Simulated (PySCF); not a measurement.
**O⁺ (oxygen, charge +1) across methods**

[He] 2s1 2p3 3d1, high-spin 6D determinant (an excited configuration). Calculation: PySCF 2.14, in aug-cc-pV5Z (7s6p5d4f3g2h, 127 functions); the non-relativistic Hamiltonian (point nucleus).

| method | E (hartree) | mean ε 2s α (eV) | mean ε 2p α (eV) | mean ε 3d α (eV) | Σ⟨r²⟩ (bohr²) | ⟨S²⟩ |
| --- | --- | --- | --- | --- | --- | --- |
| r2SCAN | -73.2268 | -54.377 | -38.219 | -3.344 | 17.51 | 8.750 |
| TPSSh | -73.2304 | -54.479 | -38.447 | -3.600 | 17.50 | 8.750 |
| TPSS | -73.2343 | -52.912 | -37.312 | -3.424 | 17.51 | 8.750 |
| PBE | -73.1532 | -52.211 | -37.115 | -3.473 | 17.50 | 8.750 |
| PBE0 | -73.1665 | -56.334 | -40.022 | -3.934 | 17.47 | 8.750 |
| LDA | -72.6603 | -51.707 | -37.069 | -3.252 | 17.34 | 8.750 |
| LC-wPBE | -73.1634 | -58.318 | -42.653 | -5.625 | 17.33 | 8.750 |

Problem. Estimate the same row for UHF.

Solution. E (hartree) = -73.09032; mean ε 2s α (eV) = -68.251; mean ε 2p α (eV) = -48.238; mean ε 3d α (eV) = -5.061; Σ⟨r²⟩ (bohr²) = 17.40; ⟨S²⟩ = 8.750.

The outer electron is Rydberg-like, and this basis confines it to a smaller radius and binds it less than a complete one would.
